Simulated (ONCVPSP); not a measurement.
# Rb (Z = 37), ONCV: configuration errors across variants

```
Element                 : rubidium (Rb)
Generator               : ONCVPSP 4.0.1
Type                    : optimised norm-conserving Vanderbilt (ONCV)
Functional              : PBE
Relativity              : scalar-relativistic
Frozen core             : [Kr]
Valence charge          : 1
Reference configuration : 5s0.75 (charge +0.25)
Partial waves           : 5s: rc 4.00 bohr, ncon 4, nbas 9, qcut 1.7 1/bohr, 2 projectors, debl 2 Ha; p scattering state at 0.27 Ha: rc 4.25 bohr, ncon 4, nbas 8, qcut 1.6 1/bohr, 2 projectors, debl 3.4 Ha; d scattering state at 0.09 Ha: rc 3.90 bohr, ncon 3, nbas 6, qcut 2.3 1/bohr, 3 projectors, debl 0.6 Ha
Local potential         : polynomial inside 3.65 bohr (lpopt 5, dvloc0 4 Ha)
Core correction         : none
```

In the p channel the program set the typed energies aside and used 0.050, 3.450 Ha. In the d channel the program set the typed energies aside and used 0.050, 0.650, 1.250 Ha.

All-electron excitation energies from the reference (eV): (1) 5s1 -0.671; (2) 5s0.5 0.907; (3) 4d0.5 5s0.5 0.445.

1 further variants failed, have other tests or too few solved ones, and are left out.

A true bound ghost makes a file unfit for plane-wave use even where its test errors are small: the radial tests pick states by their node count and pass the ghost by.

Errors AE − PS in meV (a dash: test not solved or not reliable):

```csv
change,(1),(2),(3),bound ghosts,GHOST(+) flags above zero
base,+2.4,+7.3,+2.6,none,"s, p"
"local potential polynomial inside 3.65 bohr (lpopt 5, dvloc0 2.5 Ha)",+2.4,+7.3,+2.6,s,"s, p"
d: qcut 2.9,+2.4,+7.3,+4.8,none,"s, p"
"core correction Teter function, fcfact 4, rcfact 1.4",-0.8,+0.8,-0.6,none,"s, p"
```

Q: Give the same row for: s: qcut 1.1; p: qcut 1; d: qcut 1.5.

A: +2.3, +7.2, +4.0; bound ghosts: s; GHOST(+) flags above zero: p.
